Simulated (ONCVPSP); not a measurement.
**W (Z = 74): one change to an ONCV potential, before and after**

ONCVPSP 4.0.1 input, shortened (lines: element, Z, core and valence counts, functional; n l f; lmax; l rc ep ncon nbas qcut; lloc lpopt rc5 dvloc0; l nproj debl; icmod fcfact rcfact), PBEsol, scalar-relativistic:

```
  W 74.00   10    5  -116133      upf
    1    0    2.00
    2    0    2.00
    2    1    6.00
    3    0    2.00
    3    1    6.00
    3    2   10.00
    4    0    2.00
    4    1    6.00
    4    2   10.00
    4    3   14.00
    5    0    2.00
    5    1    6.00
    5    2    4.00
    6    0    1.50
    6    1    0.50
    2
    0    1.75    0.00    4    9    8.20
    1    2.00    0.00    5    8    7.20
    2    2.45    0.00    4    9    7.50
    4    5    1.45    6.00
    0    2    3.90
    1    2    0.50
    2    1    1.90
    0    0.00    0.00
```

Change: d: qcut 4.8.

Cutoffs: the cutoffs (Ha) at which the residual kinetic energy of the hardest occupied pseudo-wave falls to 1 and 0.1 mHa per electron; they do not see the model core or the augmentation charge, which bear on the density cutoff. Errors are all-electron minus pseudo energies relative to the spin-unpolarised reference configuration.

Task: What does the change do?

Result: The potential gets neither clearly harder nor softer (22 Ha and 25 Ha → 22 Ha and 25 Ha); the s channel sets the loose cutoff, while the largest relative change is in d, which becomes softer; of the 3 tests that both files solve, the error grows in 0 and shrinks in 2 by more than 15 % and 0.3 meV (median size 2.6 → 1.9 meV); the range in which the d phases agree narrows (upper end at the end of the scan → 1.0); neither file shows a bound ghost.

```csv
quantity,base,changed
"cutoff, loose",22 Ha,22 Ha
"cutoff, tight",25 Ha,25 Ha
loose cutoff by channel,"s 22 Ha, p 15 Ha, d 15 Ha","s 22 Ha, p 15 Ha, d 10 Ha"
bound ghosts,none,none
GHOST(+) flags under 300 eV,none,none
tests with a reliable result,3 of 4,3 of 4
"error for 5s2 5p6 5d4 6s2 6p0, meV [ΔE -2.24 eV]",+0.6,+0.7
"error for 5s2 5p6 5d4 6s1 6p0, meV [ΔE 6.69 eV]",-2.6,-1.9
"error for 5s2 5p6 5d4 6s0 6p0, meV [ΔE 22.38 eV]",-6.0,-3.9
s: phases at 1.77 bohr within 0.05 rad from the reference energy up to (Ha; the scan ends near 5),to the end of the scan,to the end of the scan
p: phases at 2.02 bohr within 0.05 rad from the reference energy up to (Ha; the scan ends near 5),to the end of the scan,to the end of the scan
d: phases at 2.48 bohr within 0.05 rad from the reference energy up to (Ha; the scan ends near 5),to the end of the scan,1.0
```
